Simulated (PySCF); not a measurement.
A PySCF script (with the pyscf-properties extension) for the NMR shieldings of `BC(F)=C(F)F`, C2H2BF3, on a GFN2-xTB geometry:

```python
import basis_set_exchange as bse
import numpy as np
from pyscf import gto, dft
from pyscf.prop import nmr

atoms = """
B    -1.345205   -0.068629    0.234783
C     0.086872    0.468304    0.080941
F     0.347986    1.778830    0.313979
C     1.154489   -0.262667   -0.276848
F     2.390923    0.174780   -0.414897
F     1.100764   -1.551921   -0.544860
H    -1.539445   -1.196828    0.026950
H    -2.187326    0.667542    0.555387
"""
names = dict.fromkeys(["B", "C", "F", "H"], "pcSseg-1")
basis = {el: gto.basis.parse(bse.get_basis(n, elements=[el], fmt="nwchem")) for el, n in names.items()}
mol = gto.M(atom=atoms, basis=basis, charge=0, verbose=0)
mf = dft.RKS(mol, xc="PBE0")
mf.grids.level = 2
mf.grids.alignment = dft.numint.BLKSIZE   # the property module wants whole blocks of grid points
mf.conv_tol = 1e-9
mf.kernel()

calc = nmr.RKS(mf)   # GIAO
C = mf.mo_coeff
Co = C[:, mf.mo_occ > 0]
resp = mf.gen_response(singlet=True, hermi=2)
def vind(x):   # induced exchange potential for any number of trial vectors
    d = np.einsum("pi,xij,qj->xpq", C, 2 * x.reshape(-1, C.shape[1], Co.shape[1]), Co, optimize=True)
    return np.einsum("xpq,pi,qj->xij", resp(d - d.transpose(0, 2, 1)), C, Co, optimize=True).ravel()
mo1, _ = nmr.rhf.solve_mo1(calc, with_cphf=vind)
sigma = calc.kernel(mo1)
for i, s in enumerate(sigma):   # ppm
    print("%2d %-2s %9.2f" % (i, mol.atom_pure_symbol(i), np.trace(s) / 3))
```

Question: What does it print?

Answer: 
```
 0 B      35.14
 1 C      36.88
 2 F     366.36
 3 C       7.99
 4 F     238.64
 5 F     252.61
 6 H      24.82
 7 H      24.60
```

These numbers come from an equivalent density-fitted implementation of the same equations, which agrees with the script to about 0.01 ppm for H and up to a few tenths of a ppm for heavy atoms, so last digits may differ.

Size and cost of the density-fitted run: 112 basis functions, 7.3 s wall time on 1 thread of an Arm Neoverse V2, shared host; peak memory 0.49 GiB.
